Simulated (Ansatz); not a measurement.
MgZn₂⁺, relaxed as a doublet with UKS PBE/def2-TZVP in Ansatz, starting from the GFN1-xTB geometry. Force threshold 0.02 eV/Å.

Another isomer (doublet) lies 0.03 eV lower at PBE0/def2-TZVP; other spin states weren't run for this one.

Start:

Cartesian coordinates in Å:
```
Mg 0.666 -0.484 -0.695
Zn -1.857 0.042 -0.974
Zn 1.191 0.442 1.669
```

(1) Estimate the energy that the relaxation releases and the steps that it takes.

(2) Does the start keep its bonding and symmetry?

(3) Predict the relaxed structure.

Answers

(1) 5.3 kcal/mol, in 11 steps; 13 s on 4 threads of Arm Neoverse V1 on a shared host. The force fell under the threshold at step 10, but the optimiser went on. No frequencies were taken in this run, so the end may be a saddle point.

(2) By distances, no bond broke or formed. The bond that changes most is Mg1–Zn3, from 2.59 to 2.85 Å (atoms count from 1). Point group C2v at the start, D∞h at the end, both within 0.05 Å; within 0.015 Å the end is C∞v.

(3) 
```xyz
3

Mg    0.011   -0.008   -0.012
Zn   -2.147   -0.277   -1.852
Zn    2.136    0.285    1.864
```
Bond lengths (bridged metal pairs left out): 2 × Mg–Zn 2.85 Å.
